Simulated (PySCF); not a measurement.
Isomers C₇H₅NSi:

A. `C#C/C=C(\C#C)[SiH2]C#N`
B. SMILES C#C/C=C(/C#C)[SiH2]C#N
C. `C#CC#C/C([SiH3])=C\C#N`
D. `C#C[Si@@H]1[C@@H](C#N)C12C=C2`
E. `C#CC#C/C([SiH3])=C/C#N`
F. SMILES C#CC1=C[SiH2]C(C#N)=C1

Spectrum 1. 1H NMR (300 MHz, computed): δ 6.46 (d, 1H), 4.66 (s, 2H), 3.82 (s, 1H), 3.72 (d, 1H). 13C{1H} NMR (computed): δ 142.4 (CH), 133.4 (C), 122.1 (C), 105.6 (CH), 104.4 (CH), 85.6 (C), 85.4 (C).

Spectrum 2. 1H NMR (300 MHz, computed): δ 7.57 (s, 1H), 6.82 (t, 1H), 4.82 (m, 2H), 3.12 (s, 1H). 13C{1H} NMR (computed): δ 169.3 (CH), 148.1 (C), 147.3 (CH), 122.4 (C), 119.2 (C), 93.8 (CH), 85.7 (C).

Spectrum 3. 1H NMR (300 MHz, computed): δ 6.56 (s, 1H), 4.44 (s, 3H), 2.83 (s, 1H). 13C{1H} NMR (computed): δ 149.5 (C), 132.2 (CH), 122.9 (C), 106.7 (C), 94.9 (CH), 77.7 (C), 72.4 (C).

Spectrum 4. 1H NMR (300 MHz, computed): δ 6.14 (s, 1H), 4.31 (s, 3H), 2.83 (s, 1H). 13C{1H} NMR (computed): δ 148.2 (C), 129.6 (CH), 121.2 (C), 108.6 (C), 94.7 (CH), 74.1 (C), 72.4 (C).

Spectrum 5. 1H NMR (300 MHz, computed): δ 7.60 (d, 1H), 7.39 (d, 1H), 4.30 (m, 1H), 1.94 (d, 1H), 1.19 (m, 1H). 13C{1H} NMR (computed): δ 124.5 (C), 121.9 (CH), 121.7 (CH), 104.7 (CH), 84.3 (C), 23.4 (C), 3.2 (CH).

Spectrum 6. 1H NMR (300 MHz, computed): δ 7.13 (d, 1H), 4.74 (s, 2H), 4.00 (d, 1H), 3.53 (s, 1H). 13C{1H} NMR (computed): δ 146.7 (CH), 131.5 (C), 121.7 (C), 110.3 (CH), 100.1 (CH), 88.8 (C), 86.2 (C).

PySCF calculation with structure optimised with GFN2-xTB and PBE0/pcSseg-1 with gauge-including orbitals; relativity neglected, no solvent, single conformer, averaged over atoms made equivalent by symmetry, fast rotation or ring inversion.

δ = σ(ref) − σ, references computed at the same level: 1H (σ = 31.72 ppm) and 13C (σ = 186.93 ppm) vs TMS. Where no couplings were computed, multiplicities follow the n + 1 count of equivalent neighbours, and m marks all less simple cases (inequivalent or close neighbours, rings, F or P nearby). Shifts are as computed. Against solution values, carbons near 30 ppm lie about +3 ppm off and those near 130 ppm about +5 ppm. Of 1309 compounds with measured shifts, 239 miss one by over three times the rms of a fit or turn the order of signals round; such compounds aren't used in these exercises.

Problem. Match each spectrum to its structure.

Solution. 1–A, 2–F, 3–E, 4–C, 5–D, 6–B.

- Spectrum 1 (A): 7 13C signals; δC 142.4 is an alkene CH; δC 133.4 is a fully substituted alkene carbon.
- Spectrum 2 (F): 7 13C signals; δC 148.1 is a fully substituted alkene carbon; δC 147.3 is an alkene CH.
- Spectrum 3 (E): 7 13C signals; δC 149.5 is a fully substituted alkene carbon; δC 132.2 is an alkene CH.
- Spectrum 4 (C): 7 13C signals; δC 148.2 is a fully substituted alkene carbon; δC 129.6 is an alkene CH.
- Spectrum 5 (D): 7 13C signals; δC 124.5 is a nitrile carbon; δC 121.9 is an alkene CH.
- Spectrum 6 (B): 7 13C signals; δC 146.7 is an alkene CH; δC 131.5 is a fully substituted alkene carbon.
